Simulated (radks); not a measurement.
Results of a calculation; reference values are marked as such.
Cu2+, 27 electrons, occupied as [Ar] 3d8.5 4p0.5 (fractional occupations, a model configuration). Code: a radial shooting solver on a logarithmic mesh with Libxc functionals. Model: scalar-relativistic Kohn-Sham, PBE, spin-unpolarised, spherical densities, finite nucleus; Fermi nuclear charge, rms radius 3.8823 fm. Some entries of the table are withheld. Estimate them.

| orbital | occ. | eigenvalue (hartree) | <1/r> (bohr^-1) |
|---|---|---|---|
| 1s | 2 | -326.3856 | (1) |
| 2s | 2 | -40.17608 | (2) |
| 2p | 6 | -34.82744 | 6.209 |
| 3s | 2 | -5.32280 | (3) |
| 3p | 6 | -3.75121 | 1.858 |
| 3d | 8.5 | -1.23801 | 1.489 |
| 4p | 0.5 | -0.61222 | (4) |

Answer. 
(1) 1s <1/r> (bohr^-1): 29.16
(2) 2s <1/r> (bohr^-1): 6.328
(3) 3s <1/r> (bohr^-1): 2.007
(4) 4p <1/r> (bohr^-1): 0.4774
